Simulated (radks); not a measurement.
Values are calculated unless marked as measured or tabulated.
Ionisation of neutral osmium, [Xe] 4f14 5d6 6s2, to [Xe] 4f14 5d6 6s1 as the strength of local exchange is varied. Code: a radial shooting solver on a logarithmic mesh with Libxc functionals. Model: Dirac Kohn-Sham, Slater X-alpha exchange (alpha = 2/3 is LDA exchange), no correlation, spin-unpolarised, spherical densities, finite nucleus; open shells fill j = l - 1/2 first; Fermi nuclear charge, rms radius 5.4126 fm.

alpha,E(Os) (hartree),exchange (hartree),IE (eV),-e of the level emptied (eV),<r> of it (bohr)
0.657,-17256.2473,-318.1213,8.660,5.243 (6s1/2),3.035
0.667,-17261.0901,-323.0605,8.730,5.307 (6s1/2),3.028
0.685,-17269.8107,-331.9584,8.858,5.422 (6s1/2),3.015
0.783,-17317.3724,-380.5668,9.569,6.070 (6s1/2),2.948
0.789,-17320.2889,-383.5519,9.613,6.111 (6s1/2),2.944

NIST Atomic Spectra Database: 8.438 eV (measured). The central value is not met in this range of alpha. Spin polarisation and multiplet splitting are left out, so open shells lie too high by an amount that depends on their filling.

Beside tabulated values, note that spin-unpolarised runs miss the spin-polarisation part of the exchange energy of open shells.
